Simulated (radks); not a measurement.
Question: The phosphorus ion P4+, [Ne] 3s1. Method: non-relativistic Kohn-Sham, LDA (Slater exchange, Perdew-Wang correlation), spin-polarised, spherical densities, point nucleus; computed with a radial shooting solver on a logarithmic mesh with Libxc functionals. Every spin shell is full or empty, so the densities are truly spherical. Functionals are evaluated on that one density, not self-consistently. Rank these exchange functionals by their error against the exact value of the orbitals, and give that value: LDA, RPBE, PW86, WC, AM05, SOGGA, B86b, TPSS, MS2, Tao-Mo.

Answer: Exact: -21.2564 hartree. From best to worst, with 100 (|E| - |E exact|)/|E exact| (equal figures are ties): RPBE +0.04, B86b +0.06, Tao-Mo -0.10, MS2 +0.13, TPSS +0.25, PW86 +0.51, WC -1.70, SOGGA -3.70, AM05 -7.21, LDA -8.36.
